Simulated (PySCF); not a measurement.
## Correlation energy of Pm²⁺ (promethium, charge +2)

[Xe] 4f4 6p1, one real determinant (an excited configuration). Computed with PySCF 2.14 in ANO-RCC-VTZP (8s7p5d3f2g1h, 104 functions), with scalar relativity by spin-free X2C-1e. Frozen: [Ar] 3d10; 31 electrons correlated.

MP2 pair energies summed by pair of shells (mhartree):

```json
{"pair": "4d-4d", "energy": "-175.20", "share (%)": "19.6"}
{"pair": "4d-4f", "energy": "-133.28", "share (%)": "14.9"}
{"pair": "5p-5p", "energy": "-128.59", "share (%)": "14.3"}
{"pair": "4d-5p", "energy": "-108.38", "share (%)": "12.1"}
{"pair": "4f-5p", "energy": "-92.68", "share (%)": "10.3"}
{"pair": "4p-4d", "energy": "-49.23", "share (%)": "5.5"}
{"pair": "5s-5p", "energy": "-36.29", "share (%)": "4.0"}
{"pair": "4f-4f", "energy": "-31.14", "share (%)": "3.5"}
{"pair": "4d-5s", "energy": "-27.21", "share (%)": "3.0"}
{"pair": "4f-5s", "energy": "-19.45", "share (%)": "2.2"}
{"pair": "4p-4f", "energy": "-19.07", "share (%)": "2.1"}
{"pair": "4p-4p", "energy": "-14.91", "share (%)": "1.7"}
{"pair": "5p-6p", "energy": "-14.36", "share (%)": "1.6"}
{"pair": "4p-5p", "energy": "-9.26", "share (%)": "1.0"}
{"pair": "4s-4d", "energy": "-8.38", "share (%)": "0.9"}
{"pair": "5s-5s", "energy": "-6.42", "share (%)": "0.7"}
{"pair": "4s-4p", "energy": "-5.12", "share (%)": "0.6"}
{"pair": "4p-5s", "energy": "-4.71", "share (%)": "0.5"}
{"pair": "4s-4f", "energy": "-3.52", "share (%)": "0.4"}
{"pair": "4f-6p", "energy": "-2.86", "share (%)": "0.3"}
{"pair": "4d-6p", "energy": "-2.41", "share (%)": "0.3"}
{"pair": "4s-4s", "energy": "-1.26", "share (%)": "0.1"}
{"pair": "4s-5p", "energy": "-0.98", "share (%)": "0.1"}
{"pair": "5s-6p", "energy": "-0.81", "share (%)": "0.1"}
{"pair": "4s-5s", "energy": "-0.42", "share (%)": "0.0"}
{"pair": "4p-6p", "energy": "-0.16", "share (%)": "0.0"}
{"pair": "4s-6p", "energy": "-0.02", "share (%)": "0.0"}
```

Total MP2 correlation energy: -896.13 mhartree.

Same-spin part -333.07 and opposite-spin part -563.05 mhartree; SCS-MP2 scales them by 1/3 and 6/5 to -786.69 mhartree.

The reference is one real determinant that mixes LS terms of this configuration.
